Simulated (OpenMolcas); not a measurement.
Tc4+ (d3) in a complex was computed by CASSCF with the d shell active (OpenMolcas, ANO-RCC-VTZP on the metal). Its lowest spin-free states, and all those of the highest spin:

```tsv
2S+1	Degeneracy	E (cm-1)
4	1	0.0
2	2	14648
2	3	15626
2	3	23859
4	3	39065
4	3	47339
2	1	50929
2	3	52543
2	3	53251
2	2	55246
2	3	58482
2	3	62714
4	3	80507
```

Is the site octahedral, tetrahedral or cube-like, axial, or of lower symmetry?

The states with 2S+1 = 4 have orbital degeneracies 1, 3, 3, 3. Threefold states need a cubic site. For d3 at this spin an octahedron puts the single A2 below the threefold T2 and a tetrahedron or cube puts the threefold T1 below the threefold T2, so the site is octahedral. The first gap at this spin, 39100 cm-1, is |10Dq| in ligand-field theory. The run had Tc4+ with 6 ligands (water) in octahedral coordination (Th) at 1.91 Å. Ligand basis ANO-RCC-VDZP.

Without dynamic correlation the repulsion within the d shell is too large (B by tens of per cent), so at a given field states of lower spin stand too high. The least metal-like active orbital is 75 % on the metal (Löwdin) and no ligand orbital is active, so the numbers are rough. With metal d orbitals alone the field can be off either way by tens of per cent. Ligand-to-metal charge-transfer states are missing. With no ligand orbital active B as a rule stays too high, so bands that hang on it stand too high and its fall with covalency is understated. The distance lies 5 % under the 2 Å that this model takes as the normal distance (a Shannon-type radius plus a fixed donor radius); by an R⁻⁵ law this alone changes a d-shell field by about +26 %. No measured value stands beside these numbers; the geometry was imposed, not optimised, and the real ion may take another.
